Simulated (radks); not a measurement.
Task: Numerical settings for the terbium ion Tb54+, [Ne] 3s1. All-electron calculation, Dirac Kohn-Sham, LDA (Slater exchange, Perdew-Wang correlation), spin-unpolarised, spherical densities, finite nucleus; Fermi nuclear charge, rms radius 5.06 fm. Program: a radial shooting solver on a logarithmic mesh with Libxc functionals. The defaults (mesh step 0.008 in ln r, mesh end at 40 bohr or more with all orbitals vanishing there, Anderson mixing 0.5 over 9 steps, residual threshold near 1e-9 with the energy settled to 1e-9 hartree or 1e-11 of itself, here a cap of 76 iterations) give E = -8508.1532 hartree and 3s1/2 at -5172.7 eV in 13 iterations. Run on one thread of a shared host, so times are rough (Arm Neoverse N1): 0.06 s of CPU time, 0.06 s wall, 13 iterations on 2189 mesh points. One setting is changed at a time: mesh step in ln r 0.2; mesh step in ln r 0.005; mesh step in ln r 0.012; mesh end (bohr) 400; mesh end (bohr) 2; residual threshold 1e-16; residual threshold 1e-13; mixing 0.05; linear mixing, mixing 0.05; linear mixing, mixing 1; mixing history 2; iteration cap 5. Which runs fail to converge, and which converge to a wrong energy?

Result: Not converged within the cap: mesh step in ln r 0.2; residual threshold 1e-16; linear mixing, mixing 0.05; iteration cap 5. No run marked as converged misses the energy by more than 1 mhartree.
